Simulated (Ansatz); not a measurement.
Consider the ligand exchange at a Ge–F bond: `[F][GeH2][S][GeH3]` + HCl → `[Cl][GeH2][S][GeH3]` + H–F.

Isolated molecules relaxed with PBE0-D4/def2-TZVP in Ansatz; ΔE leaves out vibrations. CBS: MP2 limit from def2 TZ/QZ plus the TZ coupled-cluster correction, frozen cores. This one scheme is used for every species. DFT in def2-TZVPP. For Ge outer-core shells are correlated without core-valence functions, which leaves a few kJ/mol of doubt a bond. Scalar relativity is left out up to krypton. Each species was taken in one conformer, which may not be the lowest.

`[F][GeH2][S][GeH3]`:

Z-matrix (Å, degrees):
```
Ge
S 1 2.194
F 1 1.744 2 108.3
H 1 1.531 2 108.8 3 116.1
H 1 1.534 2 112.5 3 -114.9
Ge 2 2.235 1 98.3 3 59.6
H 6 1.532 2 109.8 1 -84.9
H 6 1.533 2 105.5 1 155.4
H 6 1.536 2 108.6 1 36.2
```

HCl:

Cartesian coordinates in Å:
```
Cl 0.093 0.633 0.004
H -0.093 -0.633 -0.004
```

`[Cl][GeH2][S][GeH3]`:

Cartesian coordinates in Å:
```
Cl -1.859 -0.031 1.766
Ge 0.297 -0.111 1.651
S 0.919 -1.237 -0.133
Ge -0.082 0.025 -1.683
H 0.753 1.352 1.581
H 0.803 -0.865 2.884
H 0.015 1.497 -1.256
H -1.546 -0.400 -1.832
H 0.700 -0.229 -2.977
```

H–F:

```xyz
2

F     0.316   -0.149    0.299
H    -0.316    0.149   -0.299
```

```tsv
level	ΔE (kJ/mol)
revPBE-D4	-17.8
ωB97X-V	-9.1
B2PLYP	-8.8
BLYP	-0.4
RPA@PBE/def2-TZVPP	-9.3
HF/def2-SVP	-3.9
CCSD/def2-TZVPP	-12.2
MP2/CBS(def2)	-24.4
```

(1) What does CCSD(T)/CBS give? (Estimate.)

Largest T1 diagnostic among the species: 0.012.

Results:

(1) Computed: -18.1 kJ/mol. The listed levels differ from it by 0.3, 9.0, 9.3, 17.7, 8.8, 14.2, 5.9, -6.3 kJ/mol.

From BLYP to BHLYP (50 % exact exchange), in def2-TZVPP and without D4, ΔE moves by −6.6 kJ/mol. In def2-TZVPP, CCSD(T) changes the Hartree–Fock value by −8.4 kJ/mol (the triples alone add −1.5 kJ/mol) and MP2 by −14.7 kJ/mol. At CCSD(T), def2-SVP lies +16.7 kJ/mol from the extrapolated value and def2-TZVPP +4.4 kJ/mol.

CCSD(T)/CBS has its own doubt, a few kJ/mol and more with outer-core shells, so smaller differences from it don't rank the levels.
